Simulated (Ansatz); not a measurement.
Reaction (SMILES): [B]=N (BNH) → [B-]=N (an electron is taken up)

Wanted: adiabatic electron affinity (0 K, with zero-point energies), in eV. Positive where the reaction releases energy. Conventions: 6-31G* and kin with 6d, 5d where marked; spin-orbit terms left out; valence correlation only; non-relativistic; UHF or UKS for open shells; no dispersion term unless named. CBS marks a two-point X^-3 extrapolation of the correlation energy; Hartree-Fock from the larger set. Ab initio and DFT rows: single points at B3LYP-D3(BJ) geometries (Ansatz, a program for electronic structure), with unscaled harmonic terms from B3LYP/6-31G* at its own minima. Sets without +, aug- or the D of def2-TZVPD hold no diffuse functions, which anions need.

| species | coefficient | E at B3LYP/6-31G* (Ansatz), Eh | E at PBE0/def2-TZVPD (Ansatz), Eh | zero-point energy, kcal/mol |
|---|---|---|---|---|
| [B]=N (BNH) | +1 | -80.11257 | -80.04593 | 9.60 |
| [B-]=N | -1 | -80.13676 | -80.10575 | 7.78 |

Coupled cluster (Ansatz) is a level with limits of its own, used here on species with T1 under 0.025 (0.045 for open shells) and stable references: CCSD(T)/CBS(aug-cc-pVTZ,aug-cc-pVQZ). Value to compare with, CCSD(T)/CBS(aug-cc-pVTZ,aug-cc-pVQZ) (Ansatz): 1.85 eV. 1 Eh = 27.2114 eV and 1 eV = 23.0605 kcal/mol.

### Question
Work the quantity out at each level, and compare with CCSD(T)/CBS(aug-cc-pVTZ,aug-cc-pVQZ) (Ansatz).

### Answer

- B3LYP/6-31G*: the sum of coefficient times E is 0.02419 Eh, or 0.658 eV; the thermal terms add 0.079. Result: 0.74 eV. Its difference against CCSD(T)/CBS(aug-cc-pVTZ,aug-cc-pVQZ) (Ansatz) is -1.11 eV.
- PBE0/def2-TZVPD: the sum of coefficient times E is 0.05982 Eh, or 1.628 eV; the thermal terms add 0.079. Result: 1.71 eV. Its difference against CCSD(T)/CBS(aug-cc-pVTZ,aug-cc-pVQZ) (Ansatz) is -0.14 eV.
